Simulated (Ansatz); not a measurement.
Ansatz (a program for electronic structure) input (MP2/6-31G*):

Ansatz 0.2 input:
```yaml
crystal:
  periodic: [false, false, false]
  atoms:
    - {symbol: Si, position_ang: [0.39538400, -0.15858900, 0.00186800]}
    - {symbol: O, position_ang: [0.52764700, 1.36735600, 0.00686900]}
    - {symbol: O, position_ang: [-0.99138400, -1.02312000, -0.00862200]}
    - {symbol: H, position_ang: [-1.82548300, -0.53363800, -0.01213500]}
basis:
  gaussian:
    orbitals: 6-31G*
magnetization: {spin_polarized: true, initial_magnetization: 1}
correlation: {method: mp2, electrons: outside_noble_gas}
relax: {f_tol: 0.003, max_steps: 120}
```

Output:

```
Functional definition: HF
these checks for a lower state are left out or cut short: cluster_reference
integrals: 0.01 GiB planned
481 factors; integrals over basis functions are off by at most 3.1e-4 eV
mean field: 0.12 GiB planned
mean field evaluation 1: about -11946.5876 eV, gradient 3.5e1 eV
mean field evaluation 2: about -11946.6196 eV, gradient 3.5e1 eV
mean field evaluation 4: about -11951.6693 eV, gradient 3.8e0 eV
mean field evaluation 8: about -11951.7912 eV, gradient 5.2e-1 eV
mean field evaluation 16: about -11951.7971 eV, gradient 5.1e-6 eV
mean field evaluation 32: about -11951.7970 eV, gradient 3.7e-2 eV
mean field evaluation 64: about -11950.0610 eV, gradient 2.5e-1 eV
mean field -11951.79708907 eV, -439.2204418044 hartree, gradient 5.1e-6 eV, S^2 0.764307; 6 other end points of the search recorded, 0 dependent functions left out
7 core orbitals not correlated
reference -11951.79708907 eV, -439.2204418044 hartree; 9, 8 occupied and 35, 36 virtual orbitals, 481 factors
densities: 0.09 GiB planned
second order -11.93614656 eV of doubles, -0.00000000 eV of singles
the calculation of the forces begins
relax step   1: F+E_penalty+E_count = -11963.73323563 eV  Δ(F+E_penalty+E_count) = +0.000e0 eV  max|allowed force component| = 7.461e-1 eV/Å  Δτ_max = 0.0000 Å  (305 SCF iters, accepted)
these checks for a lower state are left out or cut short: starts, cluster_reference, orbital_swaps, neighbouring_geometries, increment
integrals: 0.01 GiB planned
481 factors; integrals over basis functions are off by at most 3.2e-4 eV
mean field: 0.12 GiB planned
mean field -11951.77415789 eV, -439.2195990989 hartree, gradient 7.5e-6 eV, S^2 0.764518; 0 other end points of the search recorded, 0 dependent functions left out
7 core orbitals not correlated
reference -11951.77415789 eV, -439.2195990989 hartree; 9, 8 occupied and 35, 36 virtual orbitals, 481 factors
densities: 0.09 GiB planned
second order -11.97020166 eV of doubles, -0.00000000 eV of singles
the calculation of the forces begins
relax step   2: F+E_penalty+E_count = -11963.74435955 eV  Δ(F+E_penalty+E_count) = -1.112e-2 eV  max|allowed force component| = 4.272e-1 eV/Å  Δτ_max = 0.0147 Å  (49 SCF iters, accepted)
these checks for a lower state are left out or cut short: starts, cluster_reference, orbital_swaps, neighbouring_geometries, increment
integrals: 0.01 GiB planned
481 factors; integrals over basis functions are off by at most 3.3e-4 eV
mean field: 0.12 GiB planned
mean field -11951.73803570 eV, -439.2182716329 hartree, gradient 1.0e-5 eV, S^2 0.764268; 0 other end points of the search recorded, 0 dependent functions left out
7 core orbitals not correlated
reference -11951.73803570 eV, -439.2182716329 hartree; 9, 8 occupied and 35, 36 virtual orbitals, 481 factors
densities: 0.09 GiB planned
second order -12.01289933 eV of doubles, -0.00000000 eV of singles
the calculation of the forces begins
relax step   3: F+E_penalty+E_count = -11963.75093503 eV  Δ(F+E_penalty+E_count) = -6.575e-3 eV  max|allowed force component| = 4.723e-2 eV/Å  Δτ_max = 0.0237 Å  (62 SCF iters, accepted)
these checks for a lower state are left out or cut short: starts, cluster_reference, orbital_swaps, neighbouring_geometries, increment
integrals: 0.01 GiB planned
481 factors; integrals over basis functions are off by at most 3.3e-4 eV
mean field: 0.12 GiB planned
mean field evaluation 96: about -11951.7377 eV, gradient 2.2e-6 eV
mean field -11951.73770424 eV, -439.2182594520 hartree, gradient 5.4e-6 eV, S^2 0.764152; 0 other end points of the search recorded, 0 dependent functions left out
7 core orbitals not correlated
reference -11951.73770424 eV, -439.2182594520 hartree; 9, 8 occupied and 35, 36 virtual orbitals, 481 factors
densities: 0.09 GiB planned
second order -12.01339213 eV of doubles, -0.00000000 eV of singles
the calculation of the forces begins
relax step   4: F+E_penalty+E_count = -11963.75109637 eV  Δ(F+E_penalty+E_count) = -1.613e-4 eV  max|allowed force component| = 1.369e-2 eV/Å  Δτ_max = 0.0031 Å  (49 SCF iters, accepted)
these checks for a lower state are left out or cut short: starts, cluster_reference, orbital_swaps, neighbouring_geometries, increment
integrals: 0.01 GiB planned
481 factors; integrals over basis functions are off by at most 3.3e-4 eV
mean field: 0.12 GiB planned
mean field -11951.73809386 eV, -439.2182737703 hartree, gradient 2.9e-6 eV, S^2 0.764159; 0 other end points of the search recorded, 0 dependent functions left out
7 core orbitals not correlated
reference -11951.73809386 eV, -439.2182737703 hartree; 9, 8 occupied and 35, 36 virtual orbitals, 481 factors
densities: 0.09 GiB planned
second order -12.01305802 eV of doubles, -0.00000000 eV of singles
the calculation of the forces begins
relax step   5: F+E_penalty+E_count = -11963.75115188 eV  Δ(F+E_penalty+E_count) = -5.551e-5 eV  max|allowed force component| = 2.833e-3 eV/Å  Δτ_max = 0.0052 Å  (48 SCF iters, accepted)
these checks for a lower state are left out or cut short: cluster_reference
integrals: 0.01 GiB planned
481 factors; integrals over basis functions are off by at most 3.3e-4 eV
mean field: 0.12 GiB planned
mean field evaluation 128: about -11951.7381 eV, gradient 2.7e-6 eV
mean field evaluation 160: about -11946.9029 eV, gradient 2.0e1 eV
mean field evaluation 192: about -11951.7315 eV, gradient 5.9e-1 eV
mean field -11951.73809386 eV, -439.2182737703 hartree, gradient 2.9e-6 eV, S^2 0.764159; 7 other end points of the search recorded, 0 dependent functions left out
7 core orbitals not correlated
reference -11951.73809386 eV, -439.2182737703 hartree; 9, 8 occupied and 35, 36 virtual orbitals, 481 factors
densities: 0.09 GiB planned
second order -12.01305802 eV of doubles, -0.00000000 eV of singles
the calculation of the forces begins
Total energy: -11963.75115188 eV, -439.6597455099 hartree
Atom 0 at     0.384159    -0.145564     0.001839 Å, force     0.000322    -0.001237    -0.000002 eV/Å
Atom 1 at     0.555688     1.387129     0.007087 Å, force    -0.000673     0.000463    -0.000003 eV/Å
Atom 2 at    -1.000447    -1.049588    -0.008748 Å, force     0.002833    -0.001174     0.000013 eV/Å
Atom 3 at    -1.833235    -0.539968    -0.012198 Å, force    -0.002482     0.001948    -0.000009 eV/Å
Dipole moment:    -0.315816    -0.393524    -0.002934 e Å
Checks for a lower state left out: cluster_reference
```

The geometry given is a B3LYP-D3(BJ)/def2-TZVP minimum.
